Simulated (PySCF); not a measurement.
# Potential energy of BeGe along the bond

Set-up: Be x2c-SVPall, Ge x2c-SVPall; spin-free X2C with a Gaussian nucleus (PySCF 2.14). Energies in eV from Be + Ge in their ground configurations at the same level. State: ³Σ⁻ (triplet), unpaired electrons π ↑↑.

All columns are PBE0. A positive dipole means Be(−)Ge(+).

| R (Å) | E (eV) | μ (D) | Mulliken charge on Be (basis-dependent) | HOMO (eV) | LUMO (eV) | Mayer bond order | ⟨S²⟩ |
| --- | --- | --- | --- | --- | --- | --- | --- |
| 1.872 | -0.954 | -1.97 | 0.01 | -5.89 | -3.14 | 2.06 | 2.03 |
| 1.959 | -1.250 | -1.97 | 0.06 | -5.75 | -3.15 | 1.99 | 2.01 |
| 2.046 | -1.413 | -1.79 | 0.11 | -5.66 | -3.03 | 1.87 | 2.05 |
| 2.112 | -1.471 | -1.73 | 0.13 | -5.59 | -3.08 | 1.79 | 2.08 |
| 2.177 | -1.486 | -1.70 | 0.15 | -5.53 | -3.11 | 1.71 | 2.11 |
| 2.242 | -1.470 | -1.68 | 0.16 | -5.47 | -3.13 | 1.63 | 2.12 |
| 2.329 | -1.412 | -1.68 | 0.17 | -5.39 | -3.15 | 1.52 | 2.14 |
| 2.438 | -1.303 | -1.70 | 0.18 | -5.31 | -3.15 | 1.39 | 2.16 |
| 2.569 | -1.144 | -1.73 | 0.18 | -5.23 | -3.13 | 1.23 | 2.16 |
| 2.743 | -0.923 | -1.77 | 0.17 | -5.14 | -3.16 | 1.03 | 2.14 |

A fit through these points gives, at Re = 2.173 Å, μ = -1.70 D and dμ/dR = 0.384 D/Å; the reduced mass is 8.033 u.

Task: How strong is the fundamental in the double-harmonic approximation, I = 42.26·(dμ/dR)²/μred km/mol?

Result: I = 42.26·(0.384)²/8.033 = 0.776 km/mol at PBE0.

⟨S²⟩ of the unrestricted solution departs from its pure value on part of the curve, where spin states mix. Spin–orbit coupling is left out. The state was picked by a PBE0 search and need not be the measured ground state.
